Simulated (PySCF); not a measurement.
## Computed properties of MgF, SMILES [F][Mg+], charge +1

MgF, SMILES [Mg+][F], charge +1. Geometry: r2SCAN-D4/def2-TZVPD. The spin state was assumed, not searched. The values are those of a single conformer. All values are computed for the isolated molecule unless a solvent is named; none is compared with measurement here.

**Structure.** The optimised structure has C∞v symmetry. All 1 harmonic modes at r2SCAN-D4/def2-TZVPD (PySCF) are real, so it is a minimum.

**Vibrations.** The strongest infrared lines (harmonic, unscaled, degenerate partners summed) lie at 814 cm⁻¹ (81 km/mol, F 56 %, Mg 44 %). The softest mode is at 814 cm⁻¹ and the zero-point energy is 1.2 kcal/mol.

**Electronic structure.** PBE0/def2-TZVPD (PySCF) places the frontier levels at -15.66 and -9.88 eV, a gap of 5.78 eV and a mean polarisability of 11.0 bohr³.

**Excitations.** TDDFT-ωB97X/def2-TZVPD (PySCF) has S1 at 5.42 eV (229 nm, f = 0.035, weak); the most intense of the 10 singlets computed lies at 9.68 eV (f = 0.10). Strengths of degenerate partners are summed. T1 (TDA) is at 5.34 eV. No vertical singlet excitation falls in the visible range (under 3.1 eV).

**NMR.** GIAO shifts at PBE0/pcSseg-2 (PySCF) (non-relativistic, atoms alike by connectivity averaged): ¹⁹F at -246.3 ppm against CFCl3.
